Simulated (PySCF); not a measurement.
Compound: C₄H₆BNO₂.
Numbering: `[N:1]#[C:2][C@H:3]1[CH2:4][CH2:5][O:6][BH:7][O:8]1` (hydrogens: H9 on C3; H10, H11 on C4; H12, H13 on C5; H14 on B7)

Cartesian coordinates in Å at the PBE0-D3(BJ)/def2-SVP level; atoms count from 1:
```xyz
14
C4H6BNO2 angstrom
N     -1.2808    2.1376   -1.6598
C     -1.0785    1.5037   -0.7141
C     -0.8185    0.6586    0.4655
C     -0.7226   -0.8145    0.0672
C      0.5624   -1.0466   -0.7028
O      1.6779   -0.5651    0.0178
B      1.5461    0.4688    0.8809
O      0.3500    1.0920    1.1191
H     -1.6623    0.8094    1.1591
H     -0.7246   -1.4157    0.9905
H     -1.5988   -1.1097   -0.5289
H      0.7189   -2.1189   -0.8921
H      0.5210   -0.5408   -1.6836
H      2.5093    0.8602    1.4847
```

Computed with PySCF at CAM-B3LYP/def2-SVPD, non-relativistic, on one gas-phase PBE0-D3(BJ)/def2-SVP geometry that isn't relaxed in the solvent. The solvent is an IEF-PCM continuum (Bondi radii, 1.10 Å for H, scaled by 1.2), and excitations are vertical TDDFT with non-equilibrium linear response and a frozen core. Only the electrostatic response of the medium enters.

Gas-phase singlets (H = HOMO, L = LUMO):

| state | E (eV) | λ (nm) | f | leading configuration |
| --- | --- | --- | --- | --- |
| S1 | 7.462 | 166 | 0.001 | H-3→L+1 22% |
| S2 | 7.882 | 157 | 0.003 | H-4→L+1 11% |
| S3 | 7.994 | 155 | 0.003 | H-4→L+3 10% |
| S4 | 8.211 | 151 | 0.013 | H→L+1 23% |
| S5 | 8.294 | 149 | 0.002 | H→L 64% |

Problem. What are the lowest 5 singlets in chloroform (ε = 4.711)?

Solution. 
| state | E (eV) | λ (nm) | f | leading configuration | change by rank (eV) |
| --- | --- | --- | --- | --- | --- |
| S1 | 7.469 | 166 | 0.001 | H-1→L+1 17% | +0.007 |
| S2 | 7.908 | 157 | 0.004 | H-4→L+1 18% | +0.026 |
| S3 | 8.040 | 154 | 0.014 | H-4→L+3 20% | +0.046 |
| S4 | 8.132 | 152 | 0.014 | H→L+2 25% | -0.079 |
| S5 | 8.286 | 150 | 0.005 | H→L 55% | -0.008 |

Problem. How do the frontier levels move from gas to chloroform?

Solution. 
```tsv
orbital	gas (eV)	solvent (eV)	change (eV)	Löwdin shares, gas	Löwdin shares, solvent
LUMO+2	1.33	1.46	+0.13	O8 13 %, C2 13 %, B7 12 %, O6 12 %	B7 17 %, O8 17 %, O6 16 %, C2 12 %
LUMO+1	1.15	1.20	+0.05	N1 23 %, C2 21 %, B7 13 %, O8 12 %	N1 26 %, C2 25 %, B7 12 %, O8 10 %
LUMO	0.65	0.89	+0.24	B7 24 %, C4 11 %, H9 9 %, C2 8 %	B7 34 %, C2 10 %, O8 8 %, N1 7 %
HOMO	-10.56	-10.35	+0.21	O6 33 %, O8 22 %, C5 11 %, H12 6 %	O6 34 %, O8 19 %, C5 13 %, H12 6 %
HOMO-1	-10.73	-10.54	+0.19	O6 30 %, O8 17 %, C4 12 %, C5 10 %	O6 32 %, O8 16 %, C4 13 %, C5 12 %
HOMO-2	-11.30	-11.21	+0.09	O6 17 %, B7 17 %, H14 16 %, N1 13 %	B7 17 %, O6 17 %, H14 17 %, O8 16 %
HOMO-3	-11.58	-11.52	+0.06	N1 36 %, C2 28 %, O8 10 %, O6 8 %	O8 28 %, N1 16 %, C2 13 %, C3 10 %
```

The HOMO–LUMO gap goes from 11.21 to 11.25 eV. Rows go by rank; for HOMO-3, HOMO-2 and LUMO the atom shares or the degeneracy differ between the runs, so the row needn't follow one orbital.
